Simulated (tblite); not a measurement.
Isomers of C2H10OPSi3 (doublet state). Level: GFN2-xTB in tblite, geometry and Hessian alike; calculated harmonic values, unscaled, isolated species. The method is semi-empirical: single wavenumbers can be off by several per cent or more. Modes of hydrogen on phosphorus and silicon can be 10 to 20 % off. One conformer each. Open shells enter through the occupations alone, without spin polarisation, and single modes of such species can be off by tens of per cent.

Electronic energies: GFN2-xTB at the same geometries; isomer energies are rough at this level and their order can be wrong.

```json
{"SMILES": "C=C[Si@]([SiH3])(P)[SiH]O", "electronic energy, lowest = 0 (kJ/mol)": "82.7"}
{"SMILES": "C=C[Si@@]([SiH3])(P)[SiH2][O]", "electronic energy, lowest = 0 (kJ/mol)": "0.0"}
{"SMILES": "[H]/[C]=C\\[Si@]([SiH3])(P)[SiH2]O", "electronic energy, lowest = 0 (kJ/mol)": "179.5"}
```

Task: How do GFN2-xTB zero-point energies change the relative energies?

Result: 
| SMILES | ZPE (kJ/mol) | of it from modes above 1550 cm⁻¹ | electronic (kJ/mol) | with ZPE, lowest = 0 (kJ/mol) | lowest mode (cm⁻¹) | rings |
| --- | --- | --- | --- | --- | --- | --- |
| C=C[Si@@]([SiH3])(P)[SiH2][O] | 267.8 | 159.4 | 0.0 | 0.0 | 14 | 0 |
| C=C[Si@]([SiH3])(P)[SiH]O | 275.1 | 167.9 | 82.7 | 89.9 | 30 | 0 |
| [H]/[C]=C\[Si@]([SiH3])(P)[SiH2]O | 261.0 | 163.6 | 179.5 | 172.7 | 21 | 0 |

The zero-point energies span 14.1 kJ/mol, from `[H]/[C]=C\[Si@]([SiH3])(P)[SiH2]O` to `C=C[Si@]([SiH3])(P)[SiH]O`. The order is unchanged.
